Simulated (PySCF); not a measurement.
**Structure from 2D NMR**

Compound of formula C7H13NSi. Correlations simulated from computed shifts and the bond graph:

HSQC (one-bond C–H):
| δH | δC |
| --- | --- |
| 6.17 | 125.2 |
| 5.49 | 107.3 |
| 4.99 | 107.3 |
| 2.76 | 26.8 |
| 2.64 | 28.0 |
| 1.80 | 19.0 |

COSY cross peaks (H two or three bonds apart, from the bond graph; peaks can be absent where the dihedral angle is near 90°):
| δH | δH |
| --- | --- |
| 6.17 | 1.80 |
| 5.49 | 4.99 |
| 4.81 | 1.80 |
| 2.76 | 2.64 |

HMBC (two and three bonds, from the bond graph):
| δH | δC |
| --- | --- |
| 6.17 | 154.9, 145.2, 26.8, 19.0 |
| 5.49 | 154.9, 145.2, 28.0 |
| 4.99 | 154.9, 145.2, 28.0 |
| 4.81 | 125.2, 19.0 |
| 2.76 | 154.9, 145.2, 125.2, 28.0 |
| 2.64 | 154.9, 145.2, 107.3, 26.8 |
| 1.80 | 145.2, 125.2 |

Carbons without hydrogens: δ 154.9, 145.2.

Averaged over atoms made equivalent by symmetry, fast rotation or ring inversion, in vacuum, relativity neglected, one computed conformer. Shielding tensors at PBE0/pcSseg-1 (GIAO); structure optimised with GFN2-xTB; PySCF.

Scale: 1H (σ = 31.72 ppm) and 13C (σ = 186.93 ppm) against TMS (reference shieldings calculated alike).

Exchangeable hydrogens are left out of these lists.

Question: Which molecule is this?

Answer: `C=C1CC/C1=C\C[SiH2]N`.

Numbering as in the mapped SMILES `[CH2:1]=[C:2]1[CH2:3][CH2:4]/[C:5]1=[CH:6]\[CH2:7][SiH2:8][NH2:9]`. Each H is labelled by its parent atom. Ha(C1) is cis to C3; Hb(C1) is trans to C3.

- δC 154.9 is C2, a fully substituted alkene carbon.
- δC 145.2 is C5, a fully substituted alkene carbon.
- δC 125.2 is C6, an alkene CH (δH 6.17).
- δC 107.3 is C1, a terminal =CH2 carbon (δH 4.99, 5.49).
- δC 28.0 is C3, an allylic sp3 CH2 (δH 2.64).
- δC 26.8 is C4, an allylic sp3 CH2 (δH 2.76).
- δC 19.0 is C7, an allylic sp3 CH2 bonded to Si (δH 1.80).
- HMBC from δH 6.17 reaches the proton-free carbons C2, C5.
- HMBC from δH 5.49 reaches the proton-free carbons C2, C5.
- HMBC from δH 4.99 reaches the proton-free carbons C2, C5.
- HMBC from δH 2.76 reaches the proton-free carbons C2, C5.
- COSY links 6.17–1.80, 5.49–4.99, 4.81–1.80, 2.76–2.64.

This is the structure that produced the data.

OH and NH positions are those of a molecule without intermolecular hydrogen bonds; in solution they move with solvent, concentration and temperature, and exchange usually removes their couplings. Shifts are as computed. Against solution values, carbons near 30 ppm lie about +3 ppm off and those near 130 ppm about +5 ppm. Of 1309 compounds with measured shifts, 239 miss one by over three times the rms of a fit or turn the order of signals round; such compounds aren't used in these exercises.
